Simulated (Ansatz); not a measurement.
Basis sets compared for Ge4H6 (the lowest singlet isomer of a short search). Total charge 0; singlet. Geometry PBE-D4/def2-SVP. Ansatz on 4 threads of Intel Xeon Platinum 8223CL on a shared host; times are rough, and most runs start from earlier orbitals.

| atom | x (Å) | y (Å) | z (Å) |
| --- | --- | --- | --- |
| Ge1 | 0.554 | 1.211 | -1.294 |
| Ge2 | -1.291 | -0.874 | 1.009 |
| Ge3 | 0.273 | 1.021 | 1.143 |
| Ge4 | 0.092 | -1.188 | -1.002 |
| H5 | -0.599 | 1.981 | -1.989 |
| H6 | -1.275 | -1.956 | 2.121 |
| H7 | 1.620 | 0.321 | 1.589 |
| H8 | 1.453 | -1.726 | -0.400 |
| H9 | 1.923 | 1.659 | -1.870 |
| H10 | -2.749 | -0.450 | 0.694 |

The 6-31G sets use Cartesian d functions. B3LYP takes the VWN-RPA correlation. The restricted singlet is unstable towards broken spin symmetry in Hartree–Fock (as tested in another run); at PBE-D4/def2-SVP, PBE-D4/def2-TZVPD, B3LYP-D4/6-31G, B3LYP-D4/def2-TZVP and others this wasn't settled. The structure comes from a short search, and lower isomers may exist.

Binding counts from free atoms (Ge triplet, H doublet) in the same basis, without a counterpoise term.

```json
{"level": "PBE-D4/def2-SVP", "functions": "158", "energy (Eh)": "-8309.3347", "HOMO (eV)": "-5.80", "LUMO (eV)": "-3.15", "binding per atom (eV)": "2.66", "wall time": "1.4 s"}
{"level": "PBE-D4/def2-TZVP", "functions": "228", "energy (Eh)": "-8310.3851", "HOMO (eV)": "-5.82", "LUMO (eV)": "-3.18", "binding per atom (eV)": "2.67", "wall time": "2.4 s"}
{"level": "B3LYP-D4/6-31G", "functions": "128", "energy (Eh)": "-8310.4121", "HOMO (eV)": "-6.29", "LUMO (eV)": "-2.68", "binding per atom (eV)": "2.57", "wall time": "2.7 s"}
{"level": "B3LYP-D4/def2-TZVP", "functions": "228", "energy (Eh)": "-8311.8419", "HOMO (eV)": "-6.42", "LUMO (eV)": "-2.74", "binding per atom (eV)": "2.64", "wall time": "5 s"}
{"level": "PBE0-D4/def2-SVP", "functions": "158", "energy (Eh)": "-8309.5502", "HOMO (eV)": "-6.56", "LUMO (eV)": "-2.60", "binding per atom (eV)": "2.63", "wall time": "3 s"}
{"level": "PBE0-D4/def2-TZVP", "functions": "228", "energy (Eh)": "-8310.5966", "HOMO (eV)": "-6.57", "LUMO (eV)": "-2.60", "binding per atom (eV)": "2.64", "wall time": "6.5 s"}
{"level": "CAM-B3LYP-D4/def2-TZVP (with forces)", "functions": "228", "energy (Eh)": "-8312.1068", "HOMO (eV)": "-7.53", "LUMO (eV)": "-1.74", "binding per atom (eV)": "2.62", "wall time": "9.5 s"}
```

Task: Estimate the rows for PBE-D4/def2-TZVPD, PBE0-D4/def2-TZVPD, CAM-B3LYP-D4/def2-TZVPD.

Result: 
```csv
level,functions,energy (Eh),HOMO (eV),LUMO (eV),binding per atom (eV),wall time
PBE-D4/def2-TZVPD,270,-8310.3867,-5.83,-3.19,2.67,3.4 s
PBE0-D4/def2-TZVPD,270,-8310.5982,-6.56,-2.61,2.64,7.5 s
CAM-B3LYP-D4/def2-TZVPD,270,-8312.1083,-7.54,-1.77,2.62,10 s
```
